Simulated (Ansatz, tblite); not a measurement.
Removing an electron: [In(OMe)H3]- (CH6InO⁻). Total charge -1; singlet. Geometry: r2SCAN-D4/def2-TZVPD. Ansatz, gas phase; energy differences of separate SCF runs; the oxidised species was run as a doublet alone.

```xyz
9

In    0.8945    0.0058   -1.2258
O    -0.8553   -0.5118   -0.1781
C    -0.9379   -0.0656    1.1257
H    -0.1200   -0.4411    1.7788
H    -1.8853   -0.3969    1.5962
H    -0.9158    1.0422    1.2205
H     0.9346    1.7816   -1.2116
H     0.6628   -0.7091   -2.8216
H     2.2223   -0.7051   -0.2840
```

In the def2 sets In takes a core potential; there is no spin–orbit coupling. The xTB rows come from tblite.

Estimate orbital energies and vertical ionisation energies at: GFN1-xTB; GFN2-xTB; PBE-D4/def2-TZVPD; r2SCAN-D4/def2-TZVPD; PBE0-D4/def2-TZVPD.


```tsv
level	−HOMO (eV)	vertical IE (eV)	−LUMO (eV)	HOMO–LUMO gap (eV)
GFN1-xTB	5.84	8.80	-0.60	6.44
GFN2-xTB	5.86	8.75	-0.84	6.70
PBE-D4/def2-TZVPD	0.52	3.55	-3.07	3.60
r2SCAN-D4/def2-TZVPD	0.77	3.63	-3.77	4.54
PBE0-D4/def2-TZVPD	1.95	3.84	-3.47	5.42
```

Relaxing the oxidised species (r2SCAN-D4/def2-TZVPD) changes its energy by -0.24 eV at PBE-D4/def2-TZVPD, so the adiabatic ionisation energy to this nearest minimum is 3.30 eV. At PBE0-D4/def2-TZVPD it is 3.48 eV.   Raw xTB energy differences between charge states are shifted by several eV; the methods need an empirical correction for them.
